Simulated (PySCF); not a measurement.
# Telling isomers of C5H9OPSi apart by NMR

[PySCF 2.14: PBE0/pcSseg-1 with gauge-including orbitals; geometry: GFN2-xTB; isolated molecule; single conformer; fast rotation and ring inversion assumed for equivalent nuclei; no relativistic terms]

Referencing at the same level of theory: TMS for 1H (31.72 ppm) and 13C (186.93 ppm). Splittings of carbon signals by F and P are missing where no couplings were computed. Where no couplings were computed, multiplicities follow the n + 1 count of equivalent neighbours, and m marks all less simple cases (inequivalent or close neighbours, rings, F or P nearby). Shifts are as computed. Against solution values, carbons near 30 ppm lie about +3 ppm off and those near 130 ppm about +5 ppm. Of 1309 compounds with measured shifts, 239 miss one by over three times the rms of a fit or turn the order of signals round; such compounds aren't used in these exercises.

(1) Tabulate the signals of `Cc1coc([SiH2]P)c1`, `C#C[Si@@H](P)O/C=C/C`, `P[SiH2]Cc1ccco1` and their relative energies.

(2) What is the quickest way to tell Cc1coc([SiH2]P)c1 from C#C[Si@@H](P)O/C=C/C?

(3) What is the quickest way to tell C#C[Si@@H](P)O/C=C/C from P[SiH2]Cc1ccco1?

(4) What is the quickest way to tell Cc1coc([SiH2]P)c1 from P[SiH2]Cc1ccco1?

## Answers

(1) 
| SMILES | carbon types | δC | δH | E rel. (kcal/mol) |
| --- | --- | --- | --- | --- |
| Cc1coc([SiH2]P)c1 | 2×C 2×CH 1×CH3 | 154.9, 151.6, 132.3, 128.0, 11.8 | 7.65 (m, 1H), 7.06 (m, 1H), 5.02 (m, 2H), 2.26 (s, 3H), 1.17 (m, 2H) | 0.0 |
| C#C[Si@@H](P)O/C=C/C | 1×C 3×CH 1×CH3 | 149.0, 110.9, 105.3, 90.5, 15.5 | 6.47 (m, 1H), 5.41 (m, 1H), 5.25 (m, 1H), 2.27 (d, 1H), 1.73 (d, 3H), 1.29 (m, 2H) | 23.4 |
| P[SiH2]Cc1ccco1 | 1×C 3×CH 1×CH2 | 158.8, 144.9, 118.3, 112.5, 14.6 | 7.37 (m, 1H), 6.52 (m, 1H), 6.23 (m, 1H), 4.61 (m, 2H), 2.32 (m, 2H), 0.95 (m, 2H) | 3.9 |

Energies are electronic energies at PBE0/pcSseg-1 on these geometries, without zero-point or thermal terms, each for the one conformer computed, which needn't be the lowest.

(2) Both give the same number of carbon signals, but DEPT or the intensities differ. The first has a substituted aromatic carbon next to the ring oxygen (C) at 154.9 ppm, the second an alkyne carbon (C) at 90.5 ppm. Their most deshielded carbons lie at 154.9 and 149.0 ppm. In the proton spectra the most deshielded non-exchanging signals are 7.65 (m, 1H) and 6.47 (m, 1H).

(3) Both give the same number of carbon signals, but DEPT or the intensities differ. The first has an alkyne carbon (C) at 90.5 ppm, the second a substituted aromatic carbon next to the ring oxygen (C) at 158.8 ppm. Their most deshielded carbons lie at 149.0 and 158.8 ppm. In the proton spectra the most deshielded non-exchanging signals are 6.47 (m, 1H) and 7.37 (m, 1H).

(4) Both give the same number of carbon signals, but DEPT or the intensities differ. The first has a methyl carbon on an aromatic ring (CH3) at 11.8 ppm, the second an sp3 CH2 bonded to Si, on an aromatic ring at 14.6 ppm. Their most deshielded carbons lie at 154.9 and 158.8 ppm.
